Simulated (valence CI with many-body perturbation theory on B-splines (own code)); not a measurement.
**As II in brief**

Level of theory: configuration interaction combined with many-body perturbation theory (CI+MBPT): four valence electrons over a frozen Dirac-Fock core [Ar] 3d10, radial functions for each j: 11 s, 11 p, 9 d, 7 f, 5 g, 2 h, 1 i, with the one-electron correlation potential Σ1 (screened to all orders), the two-electron term Σ2, the three-electron term Σ3, Breit, model QED; selected single and double excitations, second order for the rest, scaled by the run's own slope (own B-spline code, finite nucleus).

Set against measurement, 16 paired levels are off by 197 cm⁻¹ on average, the worst by 355. These come from a selection out of the NIST Handbook of Basic Atomic Spectroscopic Data. Levels without a partner in it may be off by more. Among the levels kept, up to 510 cm⁻¹ of a level comes from second order outside the variational space, and about a tenth of that is noise between levels of different J, which matters for small intervals.

Rates and lifetimes use the calculated energies. Strong lines usually hold to 10 to 20 %, long lifetimes can be off by a factor of two.

Question: What is the ground level?

Answer: 4s²4p² ³P_0, composition 94 % 4s²4p² ³P + 1 % 4s²4p² ¹S.

Question: What are the static dipole polarisabilities of the lowest levels?

Answer: 4s²4p² ³P_0 16.0; 4s²4p² ³P_1 16.2 (tensor -0.28); 4s²4p² ³P_2 16.3 (tensor 0.41); 4s²4p² ¹D_2 16.9 (tensor -1.1) bohr³, of which the core gives 0.510.

Question: Name the longest-lived excited levels whose lifetime is computed, and their main decay.

Answer: 4s²4p² ³P_1 at 1062 cm⁻¹ lives 46.7 s, mostly by M1 to 4s²4p² ³P_0; 4s²4p² ³P_2 at 2534 cm⁻¹ lives 23.7 s, mostly by M1 to 4s²4p² ³P_1; 4s²4p² ¹D_2 at 10065 cm⁻¹ lives 1.54 s, mostly by M1 to 4s²4p² ³P_2.

Question: Among levels below 128251 cm⁻¹, which E1 lines absorb most strongly from the ground level?

Answer: to 4s²4p4d ³D°_1 at 101.1 nm, f = 1.51; to 4s4p³ ³S°_1 at 88.07 nm, f = 0.345; to 4s²4p5d ³D°_1 at 82.55 nm, f = 0.320.

Question: How well does LS coupling describe the low levels?

Answer: Among the lowest 20 levels the leading LS term, summed over configurations, holds 95 % on average. For single configurations the figures are 81 % in LS and 63 % in jj coupling. Terms mix most in the J = 2 level at 82750 cm⁻¹, where the leading one holds 73 %.
